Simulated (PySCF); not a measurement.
Job file and geometry (Å, from PBE0-D3(BJ)/def2-SVP) of an NMR shielding run on SMILES C=CC[C@@H]1CCO[Si@@H]1Cl, C$_{6}$H$_{11}$ClOSi, GIAO PBE0/pcSseg-1 NMR shielding, non-relativistic, gas phase in PySCF; density fitting, a coarse starting grid and PySCF grid level 2 are the driver's defaults:

```
$ OMP_NUM_THREADS=1 python probes_run.py task.json out

{"job": {"kind": "nmr", "xc": "PBE0", "basis": "pcSseg-1"}, "charge": 0, "multiplicity": 1}
C      3.317843    -0.383613     0.265300
C      2.147650     0.124902     0.651689
C      1.089836     0.658631    -0.262201
C     -0.190587    -0.174880    -0.244346
C     -1.336110     0.398099    -1.095812
C     -2.635363    -0.298729    -0.688742
O     -2.642146    -0.493989     0.718580
Si    -1.119044    -0.367013     1.382869
Cl    -0.917495     1.355044     2.522564
H      4.045173    -0.761661     0.988730
H      3.594535    -0.435469    -0.793144
H      1.913824     0.164361     1.724749
H      0.834749     1.687477     0.049952
H      1.479848     0.725925    -1.292158
H      0.039460    -1.202921    -0.584928
H     -1.422936     1.479523    -0.889996
H     -1.147928     0.289559    -2.176809
H     -2.721587    -1.282478    -1.185698
H     -3.519819     0.293682    -0.971529
H     -0.838912    -1.506935     2.287158
```

Q: Write the output of this run.

A: 
```
coarse grid: 17672 points
cycle   1  E = -1059.3674280469  dE =  1.068e+00  |g| = 7.226e-01  |ddm| = 4.032e+00
cycle   2  E = -1059.2491337432  dE =  1.183e-01  |g| = 1.086e+00  |ddm| = 1.603e+00
cycle   3  E = -1059.4719753589  dE = -2.228e-01  |g| = 1.389e-01  |ddm| = 1.083e+00
cycle   4  E = -1059.4758135599  dE = -3.838e-03  |g| = 3.941e-02  |ddm| = 1.596e-01
cycle   5  E = -1059.4761612233  dE = -3.477e-04  |g| = 1.009e-02  |ddm| = 4.542e-02
cycle   6  E = -1059.4761817364  dE = -2.051e-05  |g| = 4.703e-03  |ddm| = 1.357e-02
cycle   7  E = -1059.4761870357  dE = -5.299e-06  |g| = 1.168e-03  |ddm| = 4.578e-03
final grid: 161224 points
cycle   8  E = -1059.5400700621  dE = -3.843e-05  |g| = 1.146e-02  |ddm| = 3.389e-02
cycle   9  E = -1059.5400434097  dE =  2.665e-05  |g| = 1.645e-02  |ddm| = 2.111e-02
cycle  10  E = -1059.5400967731  dE = -5.336e-05  |g| = 1.874e-03  |ddm| = 1.337e-02
cycle  11  E = -1059.5400974777  dE = -7.046e-07  |g| = 2.636e-04  |ddm| = 1.752e-03
cycle  12  E = -1059.5400974907  dE = -1.303e-08  |g| = 8.471e-05  |ddm| = 2.859e-04
cycle  13  E = -1059.5400974921  dE = -1.434e-09  |g| = 3.456e-05  |ddm| = 1.013e-04
cycle  14  E = -1059.5400974924  dE = -2.801e-10  |g| = 1.062e-05  |ddm| = 3.351e-05
converged SCF energy = -1059.5400974924

GIAO shielding tensors (ppm)
atom      isotropic    diamagn.    paramagn.     s11        s22        s33       span
  0 C       61.038     253.134    -192.097    -53.102     83.011    153.204    206.306
  1 C       36.859     257.485    -220.626    -88.442     46.245    152.775    241.217
  2 C      146.642     245.743     -99.100    131.191    142.594    166.141     34.950
  3 C      153.613     254.926    -101.313    139.944    149.180    171.715     31.771
  4 C      149.220     250.986    -101.766    125.243    154.980    167.436     42.193
  5 C      115.195     244.377    -129.182     79.850    105.562    160.172     80.322
  6 O      256.191     396.684    -140.493    182.790    277.325    308.458    125.668
  7 Si     328.433     879.230    -550.798    297.909    320.152    367.237     69.329
  8 Cl     900.013    1149.765    -249.752    749.186    939.425   1011.429    262.243
  9 H       25.986      27.855      -1.870     22.819     24.661     30.477      7.657
 10 H       25.873      30.647      -4.774     22.166     25.024     30.430      8.264
 11 H       25.176      31.573      -6.397     21.456     23.260     30.811      9.355
 12 H       28.990      31.768      -2.778     26.055     28.755     32.159      6.103
 13 H       29.068      32.633      -3.564     24.443     28.323     34.439      9.996
 14 H       30.458      34.519      -4.061     26.355     29.341     35.678      9.323
 15 H       29.590      32.278      -2.688     26.377     28.036     34.357      7.980
 16 H       29.456      31.487      -2.031     24.931     27.340     36.099     11.169
 17 H       27.504      29.160      -1.656     22.326     25.960     34.227     11.902
 18 H       27.043      27.404      -0.361     22.252     25.652     33.225     10.973
 19 H       25.768      28.755      -2.987     22.024     23.301     31.981      9.957
```

Q: Turn these shieldings into chemical shifts. Scale: ¹³C (184.41 ppm) and ²⁹Si (351.99 ppm) and ¹H (31.27 ppm) against TMS; ¹⁷O (334.56 ppm) against H2O; ³⁵Cl (943.27 ppm) against HCl (reference shieldings calculated alike).

A: Averaging equivalent atoms: C 1: 147.5; C 0: 123.4; C 5: 69.2; C 2: 37.8; C 4: 35.2; C 3: 30.8; O 6: 78.4; Si 7: 23.6; Cl 8: 43; H 11: 6.09; H 19: 5.50; H 10: 5.39; H 9: 5.28; H 18: 4.22; H 17: 3.76; H 12: 2.28; H 13: 2.20; H 16: 1.81; H 15: 1.68; H 14: 0.81 ppm. Experimental scales use liquid or dissolved standards, which lie at an offset from isolated H2O (liquid H2O: subtract about 36 ppm).

Size and cost of the density-fitted run: 222 basis functions, 96 s wall time on 1 thread of an Arm Neoverse N1, shared host; peak memory 1.1 GiB.
